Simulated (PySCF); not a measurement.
# Basis-set dependence of population analyses: `C#CC(=C)[SiH2]C`

Species: C5H8Si.
Geometry (PBE0-D3(BJ)/def2-SVP, Å), atoms numbered from 1 in this order:
```
atom  x, y, z in Å
C1    -1.018    2.208    1.272
C2    -1.008    1.277    0.491
C3    -0.924    0.141   -0.366
C4    -1.667    0.024   -1.484
Si5    0.313   -1.197    0.146
C6     2.033   -0.468    0.306
H7    -1.044    3.043    1.947
H8    -2.379    0.798   -1.788
H9    -1.582   -0.857   -2.126
H10   -0.119   -1.780    1.453
H11    0.266   -2.265   -0.901
H12    2.762   -1.239    0.599
H13    2.360   -0.025   -0.647
H14    2.039    0.322    1.073
```

PBE0 throughout (PySCF), one geometry, spherical d and f functions. The structure is a single PBE0-D3(BJ)/def2-SVP conformer in the gas phase; no vibrational or solvent corrections. The first 7 of 11 kinds of atom are listed.

Mulliken charges (e):

```tsv
basis	functions	C1	C2	C3	C4	Si5	C6	H7
STO-3G	42	-0.144	-0.052	-0.176	-0.155	+0.641	-0.398	+0.118
6-31G	74	-0.448	+0.068	-0.231	-0.310	+0.737	-0.818	+0.281
pcSseg-0	74	-0.300	-0.075	-0.545	-0.310	+0.969	-1.180	+0.281
6-31G*	104	-0.502	+0.259	-0.190	-0.374	+0.507	-0.768	+0.240
cc-pVDZ	128	-0.432	+0.481	-0.374	+0.035	+0.359	-0.266	+0.009
def2-SVP	128	-0.399	+0.315	-0.319	-0.016	+0.511	-0.357	+0.048
aug-cc-pVDZ	214	+0.707	-0.166	+0.149	+0.767	+0.008	+0.413	-0.635
6-311+G(2d,p)	218	-1.075	+0.701	+0.280	-0.497	+0.540	-0.768	+0.161
def2-TZVP	240	-0.156	+0.019	-0.169	-0.265	+0.237	-0.502	+0.179
cc-pVTZ	296	-0.241	+0.066	-0.126	-0.242	+0.281	-0.387	+0.148
IGLO-III	299	-0.174	-0.145	-0.091	-0.236	+0.794	-0.623	+0.155
```

IAO charges (e):

```json
{"basis": "STO-3G", "functions": "42", "C1": "-0.168", "C2": "-0.046", "C3": "-0.278", "C4": "-0.234", "Si5": "+0.774", "C6": "-0.647", "H7": "+0.159"}
{"basis": "6-31G", "functions": "74", "C1": "-0.236", "C2": "-0.028", "C3": "-0.244", "C4": "-0.272", "Si5": "+0.652", "C6": "-0.705", "H7": "+0.202"}
{"basis": "pcSseg-0", "functions": "74", "C1": "-0.224", "C2": "-0.026", "C3": "-0.266", "C4": "-0.249", "Si5": "+0.661", "C6": "-0.709", "H7": "+0.194"}
{"basis": "6-31G*", "functions": "104", "C1": "-0.232", "C2": "-0.028", "C3": "-0.273", "C4": "-0.257", "Si5": "+0.767", "C6": "-0.709", "H7": "+0.198"}
{"basis": "cc-pVDZ", "functions": "128", "C1": "-0.240", "C2": "-0.026", "C3": "-0.267", "C4": "-0.262", "Si5": "+0.762", "C6": "-0.706", "H7": "+0.201"}
{"basis": "def2-SVP", "functions": "128", "C1": "-0.233", "C2": "-0.025", "C3": "-0.273", "C4": "-0.250", "Si5": "+0.778", "C6": "-0.700", "H7": "+0.195"}
{"basis": "aug-cc-pVDZ", "functions": "214", "C1": "-0.251", "C2": "-0.025", "C3": "-0.266", "C4": "-0.271", "Si5": "+0.766", "C6": "-0.719", "H7": "+0.207"}
{"basis": "6-311+G(2d,p)", "functions": "218", "C1": "-0.251", "C2": "-0.024", "C3": "-0.276", "C4": "-0.270", "Si5": "+0.797", "C6": "-0.731", "H7": "+0.206"}
{"basis": "def2-TZVP", "functions": "240", "C1": "-0.251", "C2": "-0.024", "C3": "-0.278", "C4": "-0.269", "Si5": "+0.806", "C6": "-0.734", "H7": "+0.206"}
{"basis": "cc-pVTZ", "functions": "296", "C1": "-0.250", "C2": "-0.024", "C3": "-0.275", "C4": "-0.270", "Si5": "+0.792", "C6": "-0.732", "H7": "+0.206"}
{"basis": "IGLO-III", "functions": "299", "C1": "-0.252", "C2": "-0.024", "C3": "-0.278", "C4": "-0.271", "Si5": "+0.806", "C6": "-0.735", "H7": "+0.207"}
```

Question: Which scheme is steadiest as the basis changes?

Answer: Largest range over the bases for any column: IAO 0.15 e, Mulliken 1.78 e. IAO charges move least and Mulliken charges most, counted in e. Without the minimal STO-3G basis the ranges are IAO 0.15, Mulliken 1.78 e.

Question: How much do the charges still move between the two largest bases, cc-pVTZ and IGLO-III?

Answer: At most, over all atoms: Mulliken 0.512 e, IAO 0.013 e.

Question: What do the same runs give for the total energy, the frontier levels and the dipole moment?

Answer: 
```
        basis  energy (Eh)  HOMO (eV)  LUMO (eV)  μ (D)
       STO-3G    -478.6946      -4.99       2.23   0.64
        6-31G    -484.2911      -6.92      -0.70   0.61
     pcSseg-0    -483.6222      -7.24      -1.00   0.44
       6-31G*    -484.3606      -6.87      -0.77   0.65
      cc-pVDZ    -484.3920      -7.03      -0.97   0.65
     def2-SVP    -484.1546      -7.11      -1.04   0.61
  aug-cc-pVDZ    -484.4026      -7.16      -1.24   0.61
6-311+G(2d,p)    -484.4496      -7.18      -1.26   0.62
    def2-TZVP    -484.4664      -7.17      -1.20   0.62
      cc-pVTZ    -484.4644      -7.15      -1.15   0.62
     IGLO-III    -484.4716      -7.18      -1.25   0.62
```

The dipole is fixed by the density alone, so its range of 0.21 D shows that the density itself changes with the basis, not only its division among atoms.
